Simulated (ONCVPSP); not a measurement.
**Before and after: ONCV potential for Fe (Z = 26)**

ONCVPSP 4.0.1 input, shortened (lines: element, Z, core and valence counts, functional; n l f; lmax; l rc ep ncon nbas qcut; lloc lpopt rc5 dvloc0; l nproj debl; icmod fcfact rcfact), LDA (Perdew-Wang 92), scalar-relativistic:

```
  Fe 26.00    5    2  -001012      upf
    1    0    2.00
    2    0    2.00
    2    1    6.00
    3    0    2.00
    3    1    6.00
    3    2    6.00
    4    0    1.00
    2
    0    2.50    0.00    4    8    2.60
    1    2.15    0.22    5    9    3.50
    2    1.10    0.00    3    7   17.40
    4    2    1.00    0.00
    0    3    3.00
    1    2    0.80
    2    2    1.20
    3    5.50    1.70
```

In the p channel the program set the typed energies aside and used 0.050, 0.850 Ha.

All-electron outer shells of the reference configuration (LDA (PZ), scalar-relativistic, ld1.x):

| shell | level (eV) | outermost node (bohr) | outermost maximum (bohr) |
| --- | --- | --- | --- |
| 3p | -68.54 | 0.30 | 0.72 |
| 3d | -16.27 | – | 0.71 |
| 4s | -12.63 | 1.00 | 2.26 |

Change: s: qcut 2.1.

Cutoffs: the cutoffs (Ha) at which the residual kinetic energy of the hardest occupied pseudo-wave falls to 1 and 0.1 mHa per electron; they do not see the model core or the augmentation charge, which bear on the density cutoff. Errors are all-electron minus pseudo energies relative to the spin-unpolarised reference configuration.

**Question.** What does the change do?

**Answer.** The potential gets neither clearly harder nor softer (90 Ha and 105 Ha → 90 Ha and 105 Ha); the d channel sets the loose cutoff, while the largest relative change is in s, which becomes harder; of the 4 tests that both files solve, the error grows in 0 and shrinks in 1 by more than 15 % and 0.3 meV (median size 181.1 → 151.2 meV); neither file shows a bound ghost.

| quantity | base | changed |
| --- | --- | --- |
| cutoff, loose | 90 Ha | 90 Ha |
| cutoff, tight | 105 Ha | 105 Ha |
| loose cutoff by channel | s 5.5 Ha, d 90 Ha | s 15 Ha, d 90 Ha |
| bound ghosts | none | none |
| GHOST(+) flags under 300 eV | p at 52.7 eV, s at 141.8 eV | p at 52.7 eV, s at 144.3 eV |
| error for 3d6 4s2, meV [ΔE -8.97 eV] | -42 | -41 |
| error for 3d6 4s0, meV [ΔE 16.49 eV] | -127 | -128 |
| error for 3d5 4s0, meV [ΔE 51.02 eV] | -629 | -683 |
| error for 3d5 4s2, meV [ΔE 5.51 eV] | -235 | -174 |
| s: phases at 2.54 bohr within 0.05 rad from the reference energy up to (Ha; the scan ends near 5) | to the end of the scan | to the end of the scan |
| p: phases at 2.19 bohr within 0.05 rad from the reference energy up to (Ha; the scan ends near 5) | 1.9 | 1.9 |
| d: phases at 1.12 bohr within 0.05 rad from the reference energy up to (Ha; the scan ends near 5) | to the end of the scan | to the end of the scan |
| rms error of d²Exc/dni dnj with the model core, mHa | 5.68 | 5.70 |
